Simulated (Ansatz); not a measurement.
Frontier orbitals of CH$_{3}$NOSn.

```xyz
7

N    -1.3217   -0.1191    2.0390
C    -0.6238    0.2310    1.1327
O     0.1644    0.5056    0.3141
Sn    0.6115   -0.5742   -2.0024
H    -2.2874    0.0858    2.2185
H     1.3253    0.9882   -2.4273
H     2.1318   -1.1172   -1.2746
```

The species carries charge 0 and has multiplicity 1. Correlated methods include outer-core shells of Sn, which these sets cover unevenly. Sn takes the def2 core potential. The bonds changed during the relaxation, so this is another structure than the one it started from. Geometry: relaxed with PBE0-D4/def2-TZVP. It is one conformer, not always the lowest. Basis def2-TZVPP, the Gaussian-basis code of Ansatz.

```csv
functional,HOMO (eV),LUMO (eV)
HSE06 (plane-wave form),-5.65,-2.20
```

(1) Give HOMO and LUMO (eV) with LDA (SPW92), PBE, revPBE, BLYP, r2SCAN, B97M-V, PBE0, B3LYP, r2SCANh, r2SCAN0, BHLYP, CAM-B3LYP, LC-ωPBE, ωB97X-V, ωB97M-V, HF. (Estimate.)

Answers

(1) Ansatz gave: 
| functional | HOMO | LUMO |
| --- | --- | --- |
| LDA (SPW92) | -5.24 | -2.92 |
| PBE | -5.10 | -2.64 |
| revPBE | -5.05 | -2.52 |
| BLYP | -5.00 | -2.55 |
| r2SCAN | -5.32 | -2.41 |
| B97M-V | -5.24 | -2.52 |
| PBE0 | -6.04 | -1.84 |
| B3LYP | -5.90 | -2.08 |
| r2SCANh | -5.67 | -2.13 |
| r2SCAN0 | -6.19 | -1.71 |
| BHLYP | -6.89 | -1.04 |
| CAM-B3LYP | -7.27 | -0.90 |
| LC-ωPBE | -8.45 | 0.24 |
| ωB97X-V | -8.18 | 0.12 |
| ωB97M-V | -8.09 | -0.09 |
| HF | -8.09 | 1.00 |

B3LYP here is the variant with VWN-RPA as its local correlation; programs differ in this. LC-ωPBE has ω = 0.4 bohr⁻¹.
